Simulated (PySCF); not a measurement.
Compound: C₅H₅F₅S.
Z-matrix (Å and degrees, PBE0-D3(BJ)/def2-SVP geometry), rows numbered from 1:
```
C 
C   1  1.5337
C   2  1.5019  1  109.20
S   3  1.6116  2  124.75  1   100.82
C   2  1.5239  1  109.37  3  -123.41
F   5  1.3501  2  110.55  1    63.51
F   5  1.3480  2  109.72  1   -55.30
C   5  1.5408  2  115.01  1  -175.18
F   8  1.3238  5  110.35  2   176.72
F   8  1.3296  5  110.31  2   -63.27
F   8  1.3285  5  109.99  2    56.62
H   1  1.0995  2  111.04  3    59.75
H   1  1.0979  2  109.43  3   -60.23
H   1  1.0983  2  110.19  3  -179.98
H   2  1.1004  1  109.57  3   119.15
H   3  1.1028  2  114.54  1   -75.53
```

Theory: PySCF 2.14.0, PBE0-D3(BJ)/def2-SVP geometry optimisation, gas phase.

Masses are those of the commonest isotopes; rigid-rotor values at the optimised geometry. The values belong to one conformer with, in the numbering `[CH3:1][C@H:2]([CH:3]=[S:4])[C:5]([F:6])([F:7])[C:8]([F:9])([F:10])[F:11]`, C1–C2–C3–S4 101°, C1–C2–C5–F6 64°.

Problem. What are A, B and C (MHz)?

Solution. Ia = 376.37, Ib = 678.64, Ic = 853.82 u·Å²; 505379 MHz·u·Å²/I gives A = 1343, B = 744.7, C = 591.9 MHz.

Problem. Classify the top.

Solution. An asymmetric top. Ray's parameter κ = (2B − A − C)/(A − C) = -0.593; −1 is the prolate and +1 the oblate limit.

Problem. Is it planar, by Δ = Ic − Ia − Ib?

Solution. Not planar: Δ = Ic − Ia − Ib = -201.20 u·Å². For a rigid frame Δ = −2 Σ m c², so Σ m c² = 100.60 u·Å² lies off the ab plane: 6.32 from hydrogen and 94.27 from heavier atoms. The atom farthest from that plane is 1.56 Å away.

Problem. Give the other two planar moments, Paa and Pbb, and the rms extents of the mass along the axes.

Solution. Paa = Σ m a² = (Ib + Ic − Ia)/2 = 578.04 and Pbb = Σ m b² = (Ia + Ic − Ib)/2 = 275.78 u·Å². With the mass M = 192.00 u, the rms extents √(P/M) along a, b and c are 1.74, 1.20, 0.72 Å.

Problem. List the rotational levels J(Ka,Kc) to J = 2 (MHz).

Solution. Above 0(0,0):
J = 1: 1(0,1) 1337, 1(1,1) 1935, 1(1,0) 2087
J = 2: 2(0,2) 3984, 2(1,2) 4455, 2(1,1) 4913, 2(2,1) 6708, 2(2,0) 6733
Those of J = 1 are B + C, A + C and A + B.

Problem. Which lines would a microwave search look for?

Solution. The dipole components are |μa| = 0.36 D, |μb| = 1.67 D, |μc| = 0.11 D. The squared components, which scale the intensities, stand as 0.05 : 1.00 : 0.00 (a : b : c). Some lines, for components of 0.1 D or more:

```json
{"type": "a", "branch": "Q", "J(Ka,Kc)": "2(1,1) ← 2(1,2)", "MHz": "458", "lower level (cm⁻¹)": "0.149"}
{"type": "c", "branch": "Q", "J(Ka,Kc)": "2(1,2) ← 2(0,2)", "MHz": "471", "lower level (cm⁻¹)": "0.133"}
{"type": "b", "branch": "Q", "J(Ka,Kc)": "1(1,0) ← 1(0,1)", "MHz": "751", "lower level (cm⁻¹)": "0.045"}
{"type": "b", "branch": "Q", "J(Ka,Kc)": "2(1,1) ← 2(0,2)", "MHz": "929", "lower level (cm⁻¹)": "0.133"}
{"type": "a", "branch": "R", "J(Ka,Kc)": "1(0,1) ← 0(0,0)", "MHz": "1337", "lower level (cm⁻¹)": "0.000"}
{"type": "c", "branch": "Q", "J(Ka,Kc)": "2(2,1) ← 2(1,1)", "MHz": "1794", "lower level (cm⁻¹)": "0.164"}
{"type": "b", "branch": "Q", "J(Ka,Kc)": "2(2,0) ← 2(1,1)", "MHz": "1820", "lower level (cm⁻¹)": "0.164"}
{"type": "b", "branch": "R", "J(Ka,Kc)": "1(1,1) ← 0(0,0)", "MHz": "1935", "lower level (cm⁻¹)": "0.000"}
{"type": "b", "branch": "R", "J(Ka,Kc)": "2(0,2) ← 1(1,1)", "MHz": "2049", "lower level (cm⁻¹)": "0.065"}
{"type": "c", "branch": "R", "J(Ka,Kc)": "1(1,0) ← 0(0,0)", "MHz": "2087", "lower level (cm⁻¹)": "0.000"}
{"type": "a", "branch": "R", "J(Ka,Kc)": "2(1,2) ← 1(1,1)", "MHz": "2520", "lower level (cm⁻¹)": "0.065"}
{"type": "a", "branch": "R", "J(Ka,Kc)": "2(0,2) ← 1(0,1)", "MHz": "2647", "lower level (cm⁻¹)": "0.045"}
{"type": "a", "branch": "R", "J(Ka,Kc)": "2(1,1) ← 1(1,0)", "MHz": "2826", "lower level (cm⁻¹)": "0.070"}
{"type": "b", "branch": "R", "J(Ka,Kc)": "2(1,2) ← 1(0,1)", "MHz": "3118", "lower level (cm⁻¹)": "0.045"}
{"type": "b", "branch": "R", "J(Ka,Kc)": "2(2,1) ← 1(1,0)", "MHz": "4620", "lower level (cm⁻¹)": "0.070"}
{"type": "c", "branch": "R", "J(Ka,Kc)": "2(2,0) ← 1(1,0)", "MHz": "4646", "lower level (cm⁻¹)": "0.070"}
{"type": "b", "branch": "R", "J(Ka,Kc)": "2(2,0) ← 1(1,1)", "MHz": "4799", "lower level (cm⁻¹)": "0.065"}
```

Problem. Estimate the classical rotational partition function at 10 K, 25 K and 200 K.

Solution. Point group C1, symmetry number σ = 1; q = (√π/σ)·√((kT/h)³/(ABC)), k/h = 20836.6 MHz/K: 6930 at 10 K, 27400 at 25 K, 620000 at 200 K.

Whether it is a minimum is left open (no frequencies). Constants of a rigid frame at the computed geometry: no zero-point averaging, no centrifugal distortion. A rigid rotor knows nothing of internal rotation, which can split or shift real lines.

The run took 5.7 min on one thread of an Arm Neoverse N1, shared host, and the process peaked at 0.80 GiB of memory. That covers the optimisation of the geometry.
